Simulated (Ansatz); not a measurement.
`NCO[SiH2][AlH2]` and `NCOC=O` differ in one atom or group.

Ansatz, PBE0-D4/def2-TZVP geometries, multiplicity 1. Each molecule was computed in one conformer, which needn't be the lowest.

```json
{"property": "LUMO energy (ωB97M-V/def2-TZVPP) / eV", "`NCO[SiH2][AlH2]`": "-0.46"}
{"property": "HOMO energy (PBE/def2-TZVPP) / eV", "`NCO[SiH2][AlH2]`": "-5.90"}
{"property": "HOMO–LUMO gap (PBE/def2-TZVPP) / eV", "`NCO[SiH2][AlH2]`": "3.07"}
{"property": "LUMO energy (B3LYP/def2-TZVPP) / eV", "`NCO[SiH2][AlH2]`": "-2.27"}
{"property": "ideal-gas entropy at 298 K and 1 bar (rigid rotor, harmonic PBE0-D4/def2-TZVP) / J/(mol·K)", "`NCO[SiH2][AlH2]`": "393"}
{"property": "zero-point energy (PBE0-D4/def2-TZVP) / kJ/mol", "`NCO[SiH2][AlH2]`": "237.7"}
```

Q: Give the same properties after the change, and the shifts. (An estimate is asked.)

A: The calculation gave: 
```json
{"property": "LUMO energy (ωB97M-V/def2-TZVPP) / eV", "`NCOC=O`": "2.36", "shift": "2.82"}
{"property": "HOMO energy (PBE/def2-TZVPP) / eV", "`NCOC=O`": "-6.14", "shift": "-0.24"}
{"property": "HOMO–LUMO gap (PBE/def2-TZVPP) / eV", "`NCOC=O`": "5.15", "shift": "2.08"}
{"property": "LUMO energy (B3LYP/def2-TZVPP) / eV", "`NCOC=O`": "-0.15", "shift": "2.12"}
{"property": "ideal-gas entropy at 298 K and 1 bar (rigid rotor, harmonic PBE0-D4/def2-TZVP) / J/(mol·K)", "`NCOC=O`": "312", "shift": "-81"}
{"property": "zero-point energy (PBE0-D4/def2-TZVP) / kJ/mol", "`NCOC=O`": "210.7", "shift": "-27.0"}
```

With PBE0 the HOMO falls by 0.63 eV and the LUMO rises by 2.25 eV, so the gap widens by about 2.88 eV. PBE moves the HOMO by -0.24 eV and ωB97M-V by -0.99 eV. The zero-point energy changes by -27.0 kJ/mol with -9 modes. Modes under 60 cm⁻¹, often nearly free rotors, make the harmonic entropy too high.

Positive LUMOs are unbound, so they and the gaps depend on the basis.

B3LYP here is the variant with VWN-RPA as its local correlation; programs differ in this.
